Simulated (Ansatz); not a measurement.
Basis sets compared for Bi3 (the lowest doublet isomer of a short search). The state is a doublet with charge 0. Geometry PBE0-D4/def2-SVP. Ansatz on 4 threads of Arm Neoverse V1 on a shared host; times are rough, and most runs start from earlier orbitals.

Cartesian coordinates in Å:
```
Bi 1.0221 0.3413 1.3396
Bi -0.8181 -1.4977 -0.2167
Bi -0.2040 1.1563 -1.1229
```

In the def2 sets Bi takes a core potential; there is no spin–orbit coupling. At r2SCAN-D4/def2-TZVP, r2SCAN-D4/def2-TZVPD, PBE0-D4/def2-SVP, PBE0-D4/def2-TZVP and others the charge 0 doublet is spin-contaminated (final ⟨S²⟩ up to 0.98, 0.75 for a pure state). The structure comes from a short search, and lower isomers may exist.

Binding counts from free atoms (Bi quartet) in the same basis, without a counterpoise term.

```json
{"level": "PBE-D4/def2-SVP", "functions": "78", "energy (Eh)": "-644.0792", "HOMO (eV)": "-3.95", "LUMO (eV)": "-3.58", "binding per atom (eV)": "1.68", "wall time": "1.4 s"}
{"level": "PBE-D4/def2-TZVP", "functions": "150", "energy (Eh)": "-644.1030", "HOMO (eV)": "-4.03", "LUMO (eV)": "-3.65", "binding per atom (eV)": "1.74", "wall time": "2.7 s"}
{"level": "r2SCAN-D4/def2-TZVP (with forces)", "functions": "150", "energy (Eh)": "-644.3090", "HOMO (eV)": "-4.44", "LUMO (eV)": "-3.43", "binding per atom (eV)": "1.41", "wall time": "7 s"}
{"level": "PBE0-D4/def2-SVP", "functions": "78", "energy (Eh)": "-643.9980", "HOMO (eV)": "-4.90", "LUMO (eV)": "-2.92", "binding per atom (eV)": "1.43", "wall time": "1.9 s"}
{"level": "PBE0-D4/def2-TZVP", "functions": "150", "energy (Eh)": "-644.0178", "HOMO (eV)": "-4.94", "LUMO (eV)": "-2.96", "binding per atom (eV)": "1.50", "wall time": "3.7 s"}
```

Q: Estimate the rows for PBE-D4/def2-TZVPD, r2SCAN-D4/def2-TZVPD, PBE0-D4/def2-TZVPD.

A: 
```
               level  functions  energy (Eh)  HOMO (eV)  LUMO (eV)  binding per atom (eV)  wall time
   PBE-D4/def2-TZVPD        168    -644.1036      -4.05      -3.67                   1.75      3.7 s
r2SCAN-D4/def2-TZVPD        168    -644.3096      -4.45      -3.44                   1.42        8 s
  PBE0-D4/def2-TZVPD        168    -644.0184      -4.95      -2.98                   1.50      4.8 s
```
